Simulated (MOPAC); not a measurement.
MOPAC input (PM6):

```
PM6 FORCE THERMO(298,298) PRECISE LET CHARGE=1 GEO-OK AUX(PRECISION=9) THREADS=1
HO2Sn

Sn   -0.04413920 1   -0.00018990 1    0.02930078 1
O     1.32938612 1    0.12499290 1   -0.96613909 1
O    -1.36121559 1   -0.12041726 1    0.98396300 1
H     2.06672315 1    0.19219512 1   -1.50051300 1
```

From the output:

```
     H    4   0.724668   2.089391   0.031790   2.787186

          HEAT OF FORMATION =     152.958824 KCALS/MOLE

          ZERO POINT ENERGY       7.399 KCAL/MOL

           NORMAL COORDINATE ANALYSIS (Total motion = 1 Angstrom)

   Root No.       1         2         3         4         5         6         7

                 1 Pi      1 Pi      2 Pi      2 Pi      1 Sig     2 Sig     3 Sig

                 131.7     131.7     401.5     401.5     807.6    1092.7    2208.8

           1   -0.0000    0.0000    0.0000    0.0000   -0.0503   -0.1146   -0.0014
           2   -0.0793    0.0001    0.0023    0.0000    0.0000    0.0000    0.0000
           3   -0.0001   -0.0793   -0.0000    0.0023    0.0000    0.0000    0.0000
           4    0.0000   -0.0000   -0.0000   -0.0000    0.4577    0.0854   -0.0508
           5    0.2593   -0.0003   -0.0814   -0.0005   -0.0000    0.0000    0.0000
           6    0.0003    0.2593    0.0005   -0.0814   -0.0000   -0.0000   -0.0000
           7    0.0000   -0.0000    0.0000    0.0000   -0.1085    0.7628    0.0013
           8    0.3063   -0.0004    0.0069    0.0000   -0.0000   -0.0001   -0.0000
           9    0.0004    0.3063   -0.0000    0.0069    0.0000   -0.0000    0.0000
          10    0.0000   -0.0000    0.0001    0.0000    0.3835    0.0372    0.9466
          11    0.3551   -0.0004    0.9093    0.0059   -0.0000    0.0000   -0.0001
          12    0.0004    0.3551   -0.0059    0.9093   -0.0000   -0.0000   -0.0000

           MASS-WEIGHTED COORDINATE ANALYSIS (NORMAL COORDINATES)

   Root No.       1         2         3         4         5         6         7

                 1 Pi      1 Pi      2 Pi      2 Pi      1 Sig     2 Sig     3 Sig

                 131.7     131.7     401.5     401.5     807.6    1092.7    2208.8

           1   -0.0000   -0.0000    0.0000    0.0000   -0.2745   -0.3768   -0.0153
           2   -0.4649   -0.0003    0.0260    0.0002    0.0000    0.0000    0.0000
           3    0.0003   -0.4649   -0.0002    0.0260    0.0000    0.0000    0.0000
           4    0.0000    0.0000   -0.0000   -0.0000    0.9166    0.1030   -0.2090
           5    0.5585    0.0004   -0.3356   -0.0031   -0.0000    0.0000    0.0000
           6   -0.0004    0.5585    0.0031   -0.3356   -0.0000   -0.0000   -0.0000
           7    0.0000    0.0000    0.0000    0.0000   -0.2173    0.9205    0.0052
           8    0.6596    0.0005    0.0286    0.0003   -0.0000   -0.0001   -0.0000
           9   -0.0005    0.6596   -0.0003    0.0286    0.0000   -0.0000    0.0000
          10    0.0000    0.0000    0.0001    0.0000    0.1928    0.0113    0.9778
          11    0.1920    0.0001    0.9412    0.0087   -0.0000    0.0000   -0.0001
          12   -0.0001    0.1920   -0.0087    0.9412   -0.0000   -0.0000   -0.0000

          DESCRIPTION OF VIBRATIONS

 VIBRATION          2    1Pi         ATOM PAIR     ENERGY CONTRIBUTION    RADIAL
 FREQUENCY           131.73         Sn1 -- O 2         +54.4% ( 80.6%)      0.0%
 TRANSITION DIPOLE   2.2406         Sn1 -- O 3         +35.4% ( 65.0%)      0.0%
 TRAVEL (Ang.)       0.2248         O 2 -- H 4         +10.2% ( 34.9%)      0.0%
 REDUCED MASS       10.1319
 EFFECTIVE MASS     32.5644
 FORCE CONSTANT      0.1036

 VIBRATION          4    2Pi         ATOM PAIR     ENERGY CONTRIBUTION    RADIAL
 FREQUENCY           401.49         O 2 -- H 4         +98.3% ( 99.9%)      0.0%
 TRANSITION DIPOLE   1.3468         Sn1 -- O 2          +1.7% ( 13.1%)      0.0%
 TRAVEL (Ang.)       0.4110
 REDUCED MASS        0.9940
 EFFECTIVE MASS      1.8669
 FORCE CONSTANT      0.0944

 VIBRATION          5    1Sig        ATOM PAIR     ENERGY CONTRIBUTION    RADIAL
 FREQUENCY           807.59         Sn1 -- O 2         +58.9% (108.3%)    100.0%
 TRANSITION DIPOLE   2.5618         O 2 -- H 4         +39.5% ( 88.7%)    100.0%
 TRAVEL (Ang.)       0.0834         Sn1 -- O 3          +1.6% ( 17.9%)    100.0%
 REDUCED MASS       12.0068
 EFFECTIVE MASS     22.4944
 FORCE CONSTANT      4.6138

 VIBRATION          6    2Sig        ATOM PAIR     ENERGY CONTRIBUTION    RADIAL
 FREQUENCY          1092.71         Sn1 -- O 3         +95.0% ( 99.2%)    100.0%
 TRANSITION DIPOLE   2.8977         Sn1 -- O 2          +4.4% ( 21.4%)    100.0%
 TRAVEL (Ang.)       0.0667         O 2 -- H 4          +0.5% (  7.5%)    100.0%
 REDUCED MASS       13.8802
 EFFECTIVE MASS     25.0582
 FORCE CONSTANT      9.7646

 VIBRATION          7    3Sig        ATOM PAIR     ENERGY CONTRIBUTION    RADIAL
 FREQUENCY          2208.79         O 2 -- H 4         +99.3% (100.0%)    100.0%
 TRANSITION DIPOLE   2.4075         Sn1 -- O 2          +0.7% (  8.2%)    100.0%
 TRAVEL (Ang.)       0.1791
 REDUCED MASS        0.9518
 EFFECTIVE MASS      1.3316
 FORCE CONSTANT      2.7359

      SYMMETRY NUMBER FOR POINT-GROUP C*v =  1

          SYSTEM IS A GROUND STATE

 HO2Sn

          MOLECULE IS LINEAR

          THERE ARE  7 GENUINE VIBRATIONS IN THIS SYSTEM
          THIS THERMODYNAMICS CALCULATION IS LIMITED TO
          MOLECULES WHICH HAVE NO INTERNAL ROTATIONS

                    CALCULATED THERMODYNAMIC PROPERTIES
                                          *
   TEMP. (K)   PARTITION FUNCTION   H.O.F.    ENTHALPY  HEAT CAPACITY ENTROPY
                                   KCAL/MOL   CAL/MOLE    CAL/K/MOL  CAL/K/MOL

 298.00  VIB.     0.6321D+01                  1297.3401     7.7048     8.0177
         ROT.     0.1175D+04                   592.1869     1.9872    16.0351
         INT.     0.7429D+04                  1889.5270     9.6920    24.0529
         TRA.     0.1806D+28                  1480.4672     4.9680    40.9579
         TOT.                      152.959    3369.9941    14.6600    65.0108

   *: NOTE: HEATS OF FORMATION ARE RELATIVE TO THE
            ELEMENTS IN THEIR STANDARD STATE AT 298K
              (=  Standard Enthalpy of Formation).

            Hvib:  Zero-point energy is not included.
                   frequencies of less than zero cm-1 are not included.
            Hrot = (3/2)RT
            Htra = (3/2)RT + pV = (5/2)RT

            Heat capacity is Cp, not Cv

          For more information, see: HTTP://OpenMOPAC.net/Manual/thermochemistry.html

           FORCE CONSTANT IN CARTESIAN COORDINATES (Millidynes/A)

    ATOM   CHEMICAL       X               Y               Z
   NUMBER   SYMBOL  FORCE CONSTANT  FORCE CONSTANT  FORCE CONSTANT

      1      Sn       15.372213        0.269979        0.269979
      2       O        7.294184        0.222500        0.222500
      3       O        9.828039        0.071921        0.071921
      4       H        2.784355        0.085158        0.085158

 **********************
 *                    *
 * JOB ENDED NORMALLY *
 *                    *
 **********************

 == MOPAC DONE ==
```

The dipole moment of an ion depends on the origin.
